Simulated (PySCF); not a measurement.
Computed with PySCF and rigid-rotor harmonic-oscillator thermochemistry at 1 bar. 'Table' is the NASA 1993 thermochemical table (part measured, part estimated). All species are closed-shell singlets. Sr: scalar-relativistic def2 core potential, no spin-orbit coupling. The harmonic model lacks anharmonicity and excited electronic states, which grow with temperature; levels with a mode under 35 cm⁻¹ are left out. Soft modes under 120 cm⁻¹ make the harmonic entropy rough for SrF₂. The table's entry may be an old estimate for SrF₂ (not checked at source).

Harmonic frequencies at PBE0/def2-TZVP (cm⁻¹): 92, 478, 480. Point group C2v; S°(298 K) = 287.5 J/mol/K at this level.

Question: Work out Cp and S° of gaseous SrF₂ at 500, 800, 1200, 1600, 2000 K from these, and set them beside the table.

Answer: 
```
T (K)  Cp PBE0/def2-TZVP  Cp table  S° PBE0/def2-TZVP  S° table
-----  -----------------  --------  -----------------  --------
500                 55.8      56.1              315.6     320.0
800                 57.2      57.3              342.1     346.7
1200                57.7      57.8              365.5     370.1
1600                57.9      58.0              382.1     386.7
2000                58.0      58.1              395.0     399.7
```
Units J/mol/K.
